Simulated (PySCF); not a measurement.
# Predicted spectroscopic data

PySCF calculation with geometry: GFN2-xTB and GIAO PBE0/pcSseg-1 shieldings; relativity neglected, gas phase, equivalent nuclei averaged, a single conformation.

Referencing at the same level of theory: $^{1}$H and $^{13}$C vs TMS. Splittings of carbon signals by F and P are missing where no couplings were computed. Where no couplings were computed, multiplicities follow the n + 1 count of equivalent neighbours, and m marks all less simple cases (inequivalent or close neighbours, rings, F or P nearby). Shifts are as computed. Against solution values, carbons near 30 ppm lie about +3 ppm off and those near 130 ppm about +5 ppm; carbons on Cl a further +6 ppm. Of 1211 compounds with measured shifts, 218 miss one by over three times the rms of a fit or turn the order of signals round; such compounds aren't used in these exercises. Carbons bonded to Cl come out too deshielded.

Compound 1 (C$_{4}$H$_{12}$OP$_{2}$). $^{1}$H NMR (500 MHz, computed): δ 7.27 (m, 1H), 2.58 (m, 2H), 1.13 (m, 9H). $^{13}$C{$^{1}$H} NMR (computed): δ 37.0 (C), 24.2 (CH3). Structure: SMILES CC(C)(C)[P@H](=O)P.

Compound 2 (C$_{6}$H$_{11}$ClO$_{2}$). $^{1}$H NMR (500 MHz, computed): δ 5.35 (m, 1H), 3.56 (m, 1H), 2.10 (s, 3H), 1.46 (d, 3H), 1.46 (d, 3H). $^{13}$C{$^{1}$H} NMR (computed): δ 175.3, 75.1, 64.9, 24.0, 23.6, 20.9. Structure: SMILES C[C@H]([C@@H](OC(C)=O)C)Cl.
